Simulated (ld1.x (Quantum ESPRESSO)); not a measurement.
## Which change was made? (Mo, RRKJ)

```json
{
  "Element": "Mo (Z = 42)",
  "Generator": "ld1.x (Quantum ESPRESSO) 7.5",
  "Type": "norm-conserving RRKJ (Kleinman–Bylander form)",
  "Functional": "LDA (PZ)",
  "Relativity": "fully relativistic",
  "Frozen core": "[Ar] 3d10",
  "Valence charge": "14",
  "Reference configuration": "4s2 4p6 4d6 5s0 5p0",
  "Partial waves": "4s (bound): rc 1.75 bohr; 4p (bound): rc 1.60 bohr; 4d (bound): rc 2.05 bohr",
  "Local potential": "the d channel",
  "Core correction": "none"
}
```

Open shells are filled in proportion to 2j + 1 (rel_dist='average').

Cutoffs, loose and tight: the cutoffs (Ry, on a coarse ladder) from which the occupation-weighted sum of valence levels, in a spherical-Bessel basis at the reference potential, stays within 10 and 1 mRy of its value at 400 Ry. They do not see the model core or the augmentation charge, which bear on the density cutoff. Test errors are all-electron minus pseudo excitation energies from the reference, over the configurations 4s2 4p6 4d5 5s1 5p0; 4s2 4p6 4d5 5s0 5p0; 4s2 4p6 4d4 5s0 5p0; 4s2 4p6 4d5.5 5s0.5 5p0; 4s2 4p5 4d5 5s1 5p0; 4s2 4p6 4d4 5s2 5p0; 4s2 4p6 4d4 5s1 5p1; variants that change the core or the reference have their own tests. The largest error is taken over the tests solved by every variant that gives reliable tests at all, those not shown here included: 4s2 4p5 4d5 5s1 5p0; 4s2 4p6 4d4 5s0 5p0; 4s2 4p6 4d4 5s2 5p0; 4s2 4p6 4d5 5s0 5p0; 4s2 4p6 4d5 5s1 5p0; 4s2 4p6 4d5.5 5s0.5 5p0.

The base gives: outcome: generated; cutoff, loose: 50 Ry; cutoff, tight: 80 Ry; bound ghosts: none; largest test error (meV): +645.

Question: After one change the result is: outcome: generated; cutoff, loose: 40 Ry; cutoff, tight: 50 Ry; bound ghosts: none; largest test error (meV): +643. Which change was it?
A. wave 4s (bound): rc 1.75 bohr becomes 4s (bound): rc 2.28 bohr
B. wave 4p (bound): rc 1.60 bohr becomes 4p (bound): rc 1.06 bohr
C. wave 4p (bound): rc 1.60 bohr becomes 4p (bound): rc 2.14 bohr

Answer: C. The others give: wave 4s (bound): rc 1.75 bohr becomes 4s (bound): rc 2.28 bohr → outcome: generated; cutoff, loose: 50 Ry; cutoff, tight: 80 Ry; bound ghosts: none; largest test error (meV): +3163 | wave 4p (bound): rc 1.60 bohr becomes 4p (bound): rc 1.06 bohr → outcome: generated; cutoff, loose: 100 Ry; cutoff, tight: 140 Ry; bound ghosts: none; largest test error (meV): +648.
